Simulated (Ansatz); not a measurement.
`[OH][SnH2][CH2][SiH3]`. Total charge 0; spin multiplicity 1. Correlated methods include outer-core shells of Sn, which these sets cover unevenly. Sn: def2 effective core potential.

```xyz
12

O     0.115   -1.122   -2.230
Sn   -0.960    0.231   -1.283
C    -0.684   -0.112    0.816
Si    1.070    0.178    1.376
H     1.055   -1.048   -2.053
H    -2.545   -0.097   -1.812
H    -0.412    1.789   -1.736
H    -0.982   -1.148    1.002
H    -1.371    0.538    1.365
H     1.418    1.617    1.226
H     2.012   -0.610    0.532
H     1.284   -0.214    2.796
```

Question: Give the diagnostics of a CCSD(T)/def2-TZVPP run (frozen core, Ansatz). (Best estimate.)

Answer: Ansatz gave: T1 = 0.0128, largest single amplitude 0.015, largest double 0.023, (T) share of the correlation energy 3.3 %, 10 CCSD cycles. The RHF solution is stable towards an unrestricted one. T1 lies under the customary mark of 0.02 for closed shells.
